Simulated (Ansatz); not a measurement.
Program: Ansatz. Geometries: PBE0-D4/def2-TZVP. ΔE: electronic, gas phase. CBS: MP2 limit from def2 TZ/QZ plus the TZ coupled-cluster correction, frozen cores. DFT in def2-TZVPP. For Ga, Ge outer-core shells are correlated without core-valence functions, which leaves a few kJ/mol of doubt a bond. Scalar relativity is left out up to krypton. One conformer a species, not always the lowest.

Consider the cleavage of the Ge–Ga bond: `[GaH2][GaH][GeH3]` + `N[SiH2]F` → `F[SiH2][NH][GeH3]` + `[GaH2][GaH2]`.

```tsv
level	ΔE (kJ/mol)
LDA (SPW92)	48.3
MP2/def2-SVP	24.1
CCSD/def2-SVP	26.1
CCSD(T)/def2-SVP	26.2
MP2/def2-TZVPP	32.0
SCS-MP2/def2-TZVPP	27.3
CCSD(T)/def2-TZVPP	33.5
HF/def2-QZVPP	21.2
```

(1) What does CCSD(T)/CBS give? (An estimate is asked.)

Largest T1 diagnostic among the species: 0.014.

Results:

(1) Computed: +37.4 kJ/mol. The listed levels differ from it by 10.9, -13.3, -11.3, -11.2, -5.4, -10.1, -3.9, -16.2 kJ/mol.

At CCSD(T), def2-SVP lies −11.2 kJ/mol from the extrapolated value and def2-TZVPP −3.9 kJ/mol. Leaving LDA and LC-ωPBE aside and taking each functional with its dispersion term where it has one, the values, not all of them listed here, spread over 22.1 kJ/mol, from B97M-V to PBE-D4. From BLYP to BHLYP (50 % exact exchange), in def2-TZVPP and without D4, ΔE moves by −10.6 kJ/mol.

CCSD(T)/CBS has its own doubt, a few kJ/mol and more with outer-core shells, so smaller differences from it don't rank the levels.
